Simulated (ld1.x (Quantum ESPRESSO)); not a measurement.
## Configuration tests for Al (PAW)

```json
{
 "Element": "aluminium (Al)",
 "Generator": "ld1.x (Quantum ESPRESSO) 7.5",
 "Type": "PAW",
 "Functional": "PBE",
 "Relativity": "scalar-relativistic",
 "Frozen core": "[Ne]",
 "Valence charge": "3",
 "Reference configuration": "3s2 3p0 (charge +1)",
 "Partial waves": "3s (bound): rcut 1.55, rcutus 1.85 bohr; 3s channel at 2.45 Ry: rcut 1.55, rcutus 1.85 bohr; 3p (bound, empty): rcut 1.90, rcutus 2.50 bohr; 3p channel at -0.2 Ry: rcut 1.90, rcutus 2.50 bohr",
 "Local potential": "all-electron potential smoothed inside 2.00 bohr (lloc = -1)",
 "Core correction": "a·sin(br)/r model core, default radius (ld1.x builds one for every PAW set, though the input has nlcc=.false.)",
 "Augmentation charge": "PSQ, inside the norm-conserving radii"
}
```

Energies are relative to the spin-unpolarised reference configuration 3s2 3p0; without spin polarisation the order of configurations can differ from experiment. The frozen-core shift is the all-electron ΔE with the core orbitals held at their reference shape minus the fully relaxed ΔE.

Give the all-electron excitation energy and the error of the potential for: 3s2 3p1; 3s1 3p0; 3s2 3p0.5; 3s1 3p2; 3s0 3p3; 3s1 3p1; 3s2 3p1.3.

```json
{"valence configuration": "3s2 3p1", "charge": "0", "ΔE all-electron (eV)": "-5.761", "error AE − PS (meV)": "+0.3", "frozen-core shift (meV)": "+0.6"}
{"valence configuration": "3s1 3p0", "charge": "+2", "ΔE all-electron (eV)": "19.225", "error AE − PS (meV)": "-9.4", "frozen-core shift (meV)": "+13"}
{"valence configuration": "3s2 3p0.5", "charge": "+0.5", "ΔE all-electron (eV)": "-3.676", "error AE − PS (meV)": "+0.2", "frozen-core shift (meV)": "+0.2"}
{"valence configuration": "3s1 3p2", "charge": "0", "ΔE all-electron (eV)": "-0.622", "error AE − PS (meV)": "+0.3", "frozen-core shift (meV)": "+0.3"}
{"valence configuration": "3s0 3p3", "charge": "0", "ΔE all-electron (eV)": "4.689", "error AE − PS (meV)": "+1.4", "frozen-core shift (meV)": "+3.0"}
{"valence configuration": "3s1 3p1", "charge": "+1", "ΔE all-electron (eV)": "5.810", "error AE − PS (meV)": "-1.1", "frozen-core shift (meV)": "+1.6"}
{"valence configuration": "3s2 3p1.3", "charge": "-0.3", "ΔE all-electron (eV)": "-6.336", "error AE − PS (meV)": "+0.3", "frozen-core shift (meV)": "+0.7"}
```

Levels in the configuration 3s0 3p3:

```json
{"level": "3p", "all-electron (eV)": "-3.892", "pseudo (eV)": "-3.892"}
```
